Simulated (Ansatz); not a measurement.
Geometry optimisation, RKS B3LYP-D4/6-31G in Ansatz.

Input:

```yaml
crystal:
  periodic: [false, false, false]
  atoms:
    - { symbol: F, position_ang: [-1.6668, -1.075, -1.035] }
    - { symbol: Si, position_ang: [-0.502, -0.3057, -0.3071] }
    - { symbol: Si, position_ang: [1.5065, -0.7979, -1.1469] }
    - { symbol: C, position_ang: [-0.5907, -0.3795, 1.5457] }
    - { symbol: S, position_ang: [-0.092, 1.3566, 1.6403] }
    - { symbol: C, position_ang: [-0.8413, 1.5247, -0.0271] }
    - { symbol: H, position_ang: [2.6579, -0.0944, -0.4039] }
    - { symbol: H, position_ang: [1.8568, -2.2417, -1.0452] }
    - { symbol: H, position_ang: [1.6511, -0.3985, -2.5252] }
    - { symbol: H, position_ang: [-0.0093, -1.1035, 2.0796] }
    - { symbol: H, position_ang: [-1.6989, -0.5298, 1.9283] }
    - { symbol: H, position_ang: [-0.2994, 2.2117, -0.6711] }
    - { symbol: H, position_ang: [-1.9514, 1.7983, -0.0177] }
basis:
  gaussian: { orbitals: "6-31G" }
hamiltonian:
  xc: b3lyp
  dispersion: d4
relax:
  f_tol: 0.015
  max_steps: 40
output:
  orbitals: {}
```

Launched with:

```bash
$ ansatz run input.yaml --threads 1 --pin off --max-ram 2048MiB --backend cpu --events-out ev --progress --plain --runs-dir out
```

Where does it end, and by what steps?

It converged. Limits of this set-up: no polarisation functions. After 8 steps the energy has fallen by 0.999 eV; S5 moved furthest, 0.35 Å.

| step | energy less start (eV) | largest force component (eV/Å) | accepted |
| --- | --- | --- | --- |
| 0 | 0.0000 | 3.658 | yes |
| 1 | -0.7817 | 1.850 | yes |
| 2 | -0.9781 | 0.490 | yes |
| 3 | -0.9934 | 0.135 | yes |
| 4 | -0.9977 | 0.033 | yes |
| 5 | -0.9981 | 0.030 | yes |
| 6 | -0.9990 | 0.025 | yes |
| 7 | -0.9992 | 0.017 | yes |
| 8 | -0.9992 | 0.002 | yes |

```xyz
13
Properties=species:S:1:pos:R:3
F -1.727 -1.123 -1.131
Si -0.504 -0.285 -0.275
Si 1.595 -0.848 -1.203
C -0.644 -0.435 1.633
S -0.371 1.475 1.813
C -0.849 1.591 -0.061
H 2.659 -0.117 -0.439
H 1.834 -2.325 -1.091
H 1.653 -0.439 -2.645
H 0.121 -1.000 2.166
H -1.635 -0.707 2.001
H -0.213 2.299 -0.592
H -1.897 1.880 -0.162
```

Whether the end is a true minimum wasn't checked by a vibrational analysis.

Run time: 50 s on 1 thread of Intel(R) Xeon(R) Platinum 8488C (Sapphire Rapids) (shared host), peak memory 0.22 GiB.
